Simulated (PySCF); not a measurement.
PySCF input for C3H4O2Si, SMILES C=C1OC(=O)[SiH2]1, TDA-PBE/def2-SVPD. Geometry: PBE0-D3(BJ)/def2-SVP. The structure was generated by enumeration, and PubChem lists no compound with its InChIKey, so it may never have been made.

```python
import numpy as np
from pyscf import gto, scf, dft, tdscf

mol = gto.M(
    atom='''
    C     0.60556420   -2.32122224   -0.00000000
    C     0.21012757   -1.05260346   -0.00000000
    O     1.11053768    0.01973602   -0.00000000
    C     0.29530087    1.14448751    0.00000000
    O     0.70846444    2.25379574    0.00000000
    Si   -1.31670874    0.05197010    0.00000000
    H     1.66680607   -2.58424816   -0.00000000
    H    -0.13243903   -3.12430958   -0.00000000
    H    -2.15920874    0.08437567    1.22714109
    H    -2.15920874    0.08437568   -1.22714109
    ''',
    basis='def2-SVPD',
    charge=0,
    spin=0,
    symmetry=True,
    max_memory=1600,
    verbose=4,
)
mf = dft.RKS(mol, xc='pbe').density_fit(auxbasis='def2-universal-jkfit')
mf.grids.level = 3
mf.conv_tol = 1e-9
mf.max_cycle = 100
mf.kernel()
mf.grids = dft.Grids(mol).set(level=1).build(with_non0tab=True)  # coarser grid for the response kernel
td = tdscf.TDA(mf)
td.singlet = True
td.nstates = 10
td.conv_tol = 1e-4
td.positive_eig_threshold = 1e-6
td.kernel(x0=td.get_init_guess(mf, 15))
td.analyze()
tt = tdscf.TDA(mf)
tt.singlet = False
tt.nstates = 4
tt.conv_tol = 1e-4
tt.positive_eig_threshold = 1e-6
tt.kernel(x0=tt.get_init_guess(mf, 9))
tt.analyze(verbose=3)
```

Program output:

```
PySCF version 2.14.0

[INPUT] verbose = 4
[INPUT] num. atoms = 10
[INPUT] num. electrons = 52
[INPUT] charge = 0
[INPUT] spin (= nelec alpha-beta = 2S) = 0
[INPUT] symmetry True subgroup None
[INPUT] Mole.unit = angstrom
[INPUT] Symbol           X                Y                Z      unit          X                Y                Z       unit  Magmom
[INPUT]  1 C      0.605564200000  -2.321222240000   0.000000000000 AA    1.144350488841  -4.386474307849   0.000000000000 Bohr   0.0
[INPUT]  2 C      0.210127570000  -1.052603460000   0.000000000000 AA    0.397083558520  -1.989132257170   0.000000000000 Bohr   0.0
[INPUT]  3 O      1.110537680000   0.019736020000   0.000000000000 AA    2.098612066210   0.037295672589   0.000000000000 Bohr   0.0
[INPUT]  4 C      0.295300870000   1.144487510000   0.000000000000 AA    0.558037768646   2.162767946885   0.000000000000 Bohr   0.0
[INPUT]  5 O      0.708464440000   2.253795740000   0.000000000000 AA    1.338803760593   4.259056689311   0.000000000000 Bohr   0.0
[INPUT]  6 Si    -1.316708740000   0.051970100000   0.000000000000 AA   -2.488218904421   0.098209255666   0.000000000000 Bohr   0.0
[INPUT]  7 H      1.666806070000  -2.584248160000   0.000000000000 AA    3.149806975063  -4.883521260311   0.000000000000 Bohr   0.0
[INPUT]  8 H     -0.132439030000  -3.124309580000   0.000000000000 AA   -0.250273494903  -5.904089434555   0.000000000000 Bohr   0.0
[INPUT]  9 H     -2.159208740000   0.084375670000   1.227141090000 AA   -4.080313164367   0.159446907877   2.318960576300 Bohr   0.0
[INPUT] 10 H     -2.159208740000   0.084375680000  -1.227141090000 AA   -4.080313164367   0.159446926774  -2.318960576300 Bohr   0.0

nuclear repulsion = 270.698184588217
point group symmetry = Cs
symmetry origin: [ 0.00000000e+00 -1.81704412e-09  0.00000000e+00]
symmetry axis x: [ 1.00000000e+00 -9.12376720e-10 -2.38752711e-18]
symmetry axis y: [-9.12376720e-10 -1.00000000e+00  1.21553013e-10]
symmetry axis z: [-2.52100122e-18  1.21553013e-10  1.00000000e+00]
num. orbitals of irrep A' = 111
num. orbitals of irrep A" = 51
number of shells = 68
number of NR pGTOs = 238
number of NR cGTOs = 162
basis = def2-SVPD
ecp = {}


[settings echo left out]
init E= -556.601271108228
HOMO (A") = -0.300902299923414  LUMO (A") = -0.120222124442602  gap/eV = 4.91656
cycle= 1 E= -555.732390198117  delta_E= 0.869  |g|=  0.9  |ddm|= 5.03
HOMO (A') = -0.121510105794309  LUMO (A') = -0.0753556465907939  gap/eV = 1.25593
cycle= 2 E= -554.050175771683  delta_E= 1.68  |g|= 2.78  |ddm|= 4.54
HOMO (A") = -0.205983578016681  LUMO (A") = -0.0817259824076859  gap/eV = 3.38122
cycle= 3 E= -555.840472874749  delta_E= -1.79  |g|= 0.499  |ddm|= 3.92
HOMO (A') = -0.233808131050819  LUMO (A") = -0.0803719681590107  gap/eV = 4.17521
cycle= 4 E= -555.879522850186  delta_E= -0.039  |g|= 0.317  |ddm|= 0.759
HOMO (A') = -0.237603982092527  LUMO (A") = -0.0812582160675639  gap/eV = 4.25438
cycle= 5 E= -555.89608505634  delta_E= -0.0166  |g|= 0.121  |ddm|= 0.415
HOMO (A") = -0.239131247255915  LUMO (A") = -0.0856228331495159  gap/eV = 4.17718
cycle= 6 E= -555.89938339078  delta_E= -0.0033  |g|= 0.0393  |ddm|= 0.197
HOMO (A") = -0.238937442478214  LUMO (A") = -0.0823125729801948  gap/eV = 4.26198
cycle= 7 E= -555.899747898579  delta_E= -0.000365  |g|= 0.0181  |ddm|= 0.0708
HOMO (A") = -0.239392467715485  LUMO (A") = -0.0825257601815754  gap/eV = 4.26856
cycle= 8 E= -555.899832411876  delta_E= -8.45e-05  |g|= 0.00405  |ddm|= 0.0251
HOMO (A") = -0.2393507365909  LUMO (A") = -0.0828647624331955  gap/eV = 4.25820
cycle= 9 E= -555.89983666764  delta_E= -4.26e-06  |g|= 0.000564  |ddm|= 0.00762
HOMO (A") = -0.239360727072621  LUMO (A") = -0.0828445135082676  gap/eV = 4.25902
cycle= 10 E= -555.899836757709  delta_E= -9.01e-08  |g|= 0.000186  |ddm|= 0.00153
HOMO (A") = -0.239354062990666  LUMO (A") = -0.0828377994360423  gap/eV = 4.25902
cycle= 11 E= -555.899836767268  delta_E= -9.56e-09  |g|= 6.09e-05  |ddm|= 0.000396
HOMO (A") = -0.239359186774933  LUMO (A") = -0.0828419125255242  gap/eV = 4.25905
cycle= 12 E= -555.899836768094  delta_E= -8.27e-10  |g|= 2e-05  |ddm|= 0.000117
HOMO (A") = -0.239352326413764  LUMO (A") = -0.0828378362089137  gap/eV = 4.25898
Extra cycle  E= -555.899836767769  delta_E= 3.25e-10  |g|= 4.06e-05  |ddm|= 9.15e-05
converged SCF energy = -555.899836767769
tot grids = 42200
Overwritten attributes  positive_eig_threshold  of <class 'pyscf.tdscf.rks.TDA'>


******** <class 'pyscf.tdscf.rks.TDA'> for <class 'pyscf.df.df_jk.DFSymAdaptedRKS'> ********
nstates = 10 singlet
deg_eia_thresh = 1.000e-03
wfnsym = None
conv_tol = 0.0001
eigh lindep = 1e-12
eigh level_shift = 0
eigh max_cycle = 100


Excitation energies (eV)
[4.60606307 4.6696619  4.95292868 5.14580426 5.26914573 6.03026541
 6.12716786 6.22580727 6.60543354 6.72567024]

** Singlet excitation energies and oscillator strengths **
Excited State   1:   A"      4.60606 eV    269.18 nm  f=0.0055
      25 -> 27       -0.68793
      25 -> 29       -0.14699
Excited State   2:   A'      4.66966 eV    265.51 nm  f=0.0070
      26 -> 27        0.66718
      26 -> 29       -0.14528
Excited State   3:   A"      4.95293 eV    250.33 nm  f=0.0012
      26 -> 28       -0.70370
Excited State   4:   A"      5.14580 eV    240.94 nm  f=0.0008
      25 -> 27       -0.14239
      25 -> 29        0.68853
Excited State   5:   A'      5.26915 eV    235.30 nm  f=0.0493
      25 -> 28        0.68436
Excited State   6:   A"      6.03027 eV    205.60 nm  f=0.0029
      24 -> 27        0.69055
      24 -> 29       -0.13453
Excited State   7:   A"      6.12717 eV    202.35 nm  f=0.0019
      26 -> 30       -0.70606
Excited State   8:   A'      6.22581 eV    199.15 nm  f=0.0086
      25 -> 30       -0.70287
Excited State   9:   A'      6.60543 eV    187.70 nm  f=0.3352
      22 -> 29       -0.14458
      23 -> 29        0.17145
      24 -> 28        0.15922
      25 -> 31       -0.22107
      26 -> 27       -0.12551
      26 -> 29       -0.55618
Excited State  10:   A"      6.72567 eV    184.34 nm  f=0.0001
      24 -> 29       -0.19240
      26 -> 31       -0.67942

** Transition electric dipole moments (AU) **
state          X           Y           Z        Dip. S.      Osc.
  1         0.0000     -0.0000     -0.2199      0.0484      0.0055
  2        -0.0875     -0.2320      0.0000      0.0615      0.0070
  3         0.0000      0.0000      0.0983      0.0097      0.0012
  4         0.0000     -0.0000     -0.0801      0.0064      0.0008
  5        -0.5647     -0.2517      0.0000      0.3822      0.0493
  6         0.0000      0.0000      0.1389      0.0193      0.0029
  7        -0.0000     -0.0000      0.1139      0.0130      0.0019
  8         0.2370     -0.0215     -0.0000      0.0566      0.0086
  9         0.5698     -1.3215     -0.0000      2.0710      0.3352
 10        -0.0000     -0.0000      0.0229      0.0005      0.0001

** Transition velocity dipole moments (imaginary part, AU) **
state          X           Y           Z        Dip. S.      Osc.
  1         0.0000     -0.0000      0.0286      0.0008      0.0032
  2        -0.0371      0.0194      0.0000      0.0018      0.0068
  3        -0.0000     -0.0000      0.0284      0.0008      0.0030
  4        -0.0000      0.0000      0.0223      0.0005      0.0017
  5        -0.0356     -0.0057      0.0000      0.0013      0.0045
  6         0.0000      0.0000      0.0046      0.0000      0.0001
  7         0.0000      0.0000      0.0170      0.0003      0.0009
  8         0.0524      0.0144     -0.0000      0.0030      0.0086
  9         0.0939     -0.1188     -0.0000      0.0229      0.0630
 10        -0.0000      0.0000      0.0381      0.0015      0.0039

** Transition magnetic dipole moments (imaginary part, AU) **
state          X           Y           Z
  1         0.2610      0.6116     -0.0000
  2         0.0000     -0.0000      0.4258
  3         0.2785     -0.0964      0.0000
  4         0.0060      0.6809      0.0000
  5         0.0000      0.0000     -0.7218
  6         0.0697     -0.2787      0.0000
  7         0.4635      0.2225      0.0000
  8        -0.0000     -0.0000      0.4453
  9        -0.0000     -0.0000     -0.0017
 10        -0.0409      0.2212      0.0000


******** <class 'pyscf.tdscf.rks.TDA'> for <class 'pyscf.df.df_jk.DFSymAdaptedRKS'> ********
nstates = 4 triplet
deg_eia_thresh = 1.000e-03
wfnsym = None
conv_tol = 0.0001
eigh lindep = 1e-12
eigh level_shift = 0
eigh max_cycle = 100


Excitation energies (eV)
[3.90226177 3.97426959 4.32707945 4.77160928]

** Triplet excitation energies and oscillator strengths **
Excited State   1:   A'      3.90226 eV    317.72 nm  f=0.0000
Excited State   2:   A"      3.97427 eV    311.97 nm  f=0.0000
Excited State   3:   A'      4.32708 eV    286.53 nm  f=0.0000
Excited State   4:   A'      4.77161 eV    259.84 nm  f=0.0000
```

The run converged.

Cost: very roughly 50 core-seconds.
